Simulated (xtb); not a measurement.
C$_{2}$H$_{6}$Cl$_{2}$Si, charge -1, doublet, at a GFN2-xTB geometry (a state made from the parent by changing its charge; the spin is typed, not shown lowest); GFN2-xTB in xtb.

xtb was given this input:
```
$ xtb mol.xyz --gfn 2 --chrg -1 --uhf 1 --etemp 3000 --json

# file mol.xyz
11

C      1.42650279    -1.09765924    -0.30315678
Si     0.01213736     0.16509109    -0.03165282
C     -1.56388176    -0.70217827     0.62622317
Cl     0.76305449     0.79178801     2.13220720
Cl    -0.69452658     0.10064806    -2.29070594
H      1.11420848    -1.87858725    -0.99280464
H      2.30728618    -0.62012116    -0.72403909
H      1.71703127    -1.55674218     0.63856189
H     -2.37176399     0.00847255     0.77886613
H     -1.91241609    -1.45110271    -0.08106818
H     -1.36496922    -1.18558243     1.57970349
```

What the program printed (banner, timings and long lists left out):

```
   ID    Z sym.   atoms
    1    6 C      1, 3
    2   14 Si     2
    3   17 Cl     4, 5
    4    1 H      6-11

           -------------------------------------------------
          |                Calculation Setup                |
           -------------------------------------------------

           -------------------------------------------------
          |                 G F N 2 - x T B                 |
           -------------------------------------------------

          ...................................................
          :                      SETUP                      :
          :.................................................:
          :  # basis functions                  44          :
          :  # atomic orbitals                  41          :
          :  # shells                           19          :
          :  # electrons                        33          :
          :  max. iterations                   250          :
          :  Hamiltonian                  GFN2-xTB          :
          :  restarted?                      false          :
          :  GBSA solvation                  false          :
          :  PC potential                    false          :
          :  electronic temp.         3000.0000000     K    :
          :  accuracy                    1.0000000          :
          :  -> integral cutoff          0.2500000E+02      :
          :  -> integral neglect         0.1000000E-07      :
          :  -> SCF convergence          0.1000000E-05 Eh   :
          :  -> wf. convergence          0.1000000E-03 e    :
          :  Broyden damping             0.4000000          :
          :  net charge                         -1          :
          :  unpaired electrons                  1          :
          ...................................................

 iter      E             dE          RMSdq      gap      omega  full diag
   1    -18.4490037 -0.184490E+02  0.663E+00    3.79       0.0  T
   2    -18.5333076 -0.843039E-01  0.217E+00    3.50       1.0  T
   3    -18.5344785 -0.117086E-02  0.138E+00    3.57       1.0  T
   4    -18.5331398  0.133868E-02  0.534E-01    3.61       1.0  T
   5    -18.5350518 -0.191202E-02  0.394E-01    3.64       1.0  T
   6    -18.5354242 -0.372410E-03  0.159E-01    3.63       1.0  T
   7    -18.5354331 -0.892417E-05  0.103E-01    3.65       1.0  T
   8    -18.5354538 -0.207047E-04  0.481E-02    3.65       1.0  T
   9    -18.5354450  0.878608E-05  0.489E-02    3.65       1.0  T
  10    -18.5354610 -0.159234E-04  0.612E-03    3.65       4.9  T
  11    -18.5354611 -0.172850E-06  0.222E-03    3.65      13.6  T
  12    -18.5354612 -0.251339E-07  0.118E-03    3.65      25.6  T
  13    -18.5354612 -0.558740E-08  0.429E-04    3.65      70.3  T
  14    -18.5354612 -0.240313E-09  0.286E-04    3.65     105.5  T

   *** convergence criteria satisfied after 14 iterations ***

         :::::::::::::::::::::::::::::::::::::::::::::::::::::
         ::                     SUMMARY                     ::
         :::::::::::::::::::::::::::::::::::::::::::::::::::::
         :: total energy             -18.409578416230 Eh    ::
         :: gradient norm              0.000550012247 Eh/a0 ::
         :: HOMO-LUMO gap              3.646909797945 eV    ::
         ::.................................................::
         :: SCC energy               -18.535440956073 Eh    ::
         :: -> isotropic ES            0.132607449041 Eh    ::
         :: -> anisotropic ES          0.002716658023 Eh    ::
         :: -> anisotropic XC          0.002538318526 Eh    ::
         :: -> dispersion             -0.008982655291 Eh    ::
         :: repulsion energy           0.125862539844 Eh    ::
         :: add. restraining           0.000000000000 Eh    ::
         :: total charge              -0.999999999998 e     ::
         :::::::::::::::::::::::::::::::::::::::::::::::::::::

           -------------------------------------------------
[...]
        18        0.0008           -0.0014595              -0.0397 (LUMO)
        19        0.0001            0.0227776               0.6198
        20                          0.0896819               2.4404
        21                          0.1620130               4.4086
        22                          0.1629772               4.4348
        23                          0.1914900               5.2107
        24                          0.2348986               6.3919
        25                          0.2352727               6.4021
        26                          0.2359836               6.4214
        27                          0.2362226               6.4279
        28                          0.2363644               6.4318
       ...                                ...                  ...
        41                          0.7372968              20.0629
      -------------------------------------------------------------
                  HL-Gap            0.1340215 Eh            3.6469 eV
             Fermi-level           -0.1246349 Eh           -3.3915 eV

     #   Z          covCN         q      C6AA      α(0)
     1   6 C        3.647    -0.158    23.944     7.031
     2  14 Si       3.206     0.489   138.742    24.712
     3   6 C        3.647    -0.158    23.943     7.031
     4  17 Cl       0.729    -0.610   119.516    16.722
     5  17 Cl       0.733    -0.606   119.398    16.714
     6   1 H        0.925     0.009     2.911     2.668
     7   1 H        0.925     0.004     2.991     2.705
     8   1 H        0.925     0.009     2.902     2.664
     9   1 H        0.925     0.004     2.991     2.705
    10   1 H        0.925     0.009     2.910     2.668
    11   1 H        0.925     0.009     2.904     2.665

 Mol. C6AA /au·bohr⁶  :       2838.424089
 Mol. C8AA /au·bohr⁸  :     106274.001328
 Mol. α(0) /au        :         88.284324

Wiberg/Mayer (AO) data.
largest (>0.10) Wiberg bond orders for each atom

 ---------------------------------------------------------------------------
     #   Z sym  total        # sym  WBO       # sym  WBO       # sym  WBO
 ---------------------------------------------------------------------------
     1   6 C    3.979 --     8 H    0.997     7 H    0.997     6 H    0.996
                             2 Si   0.856
     2  14 Si   2.839 --     3 C    0.856     1 C    0.856     5 Cl   0.566
                             4 Cl   0.560
     3   6 C    3.979 --     9 H    0.997    11 H    0.997    10 H    0.997
                             2 Si   0.856
     4  17 Cl   0.657 --     2 Si   0.560
     5  17 Cl   0.663 --     2 Si   0.566
     6   1 H    1.000 --     1 C    0.996
     7   1 H    1.000 --     1 C    0.997
     8   1 H    1.000 --     1 C    0.997
     9   1 H    1.000 --     3 C    0.997
    10   1 H    1.000 --     3 C    0.997
    11   1 H    1.000 --     3 C    0.997
 ---------------------------------------------------------------------------

Topologies differ in total number of bonds
Writing topology from bond orders to xtbtopo.mol

molecular dipole:
                 x           y           z       tot (Debye)
 q only:       -0.039      -0.445       0.063
   full:       -0.089      -1.105       0.184       2.856
molecular quadrupole (traceless):
                xx          xy          yy          xz          yz          zz
 q only:        7.314      -1.395      10.895      -9.457      -4.728     -18.209
  q+dip:        9.286      -1.784      11.971     -11.296      -5.327     -21.257
   full:        9.538      -1.848      11.014     -11.099      -5.040     -20.552

           -------------------------------------------------
          | TOTAL ENERGY              -18.409578416230 Eh   |
          | GRADIENT NORM               0.000550012247 Eh/α |
          | HOMO-LUMO GAP               3.646909797945 eV   |
           -------------------------------------------------

normal termination of xtb
```
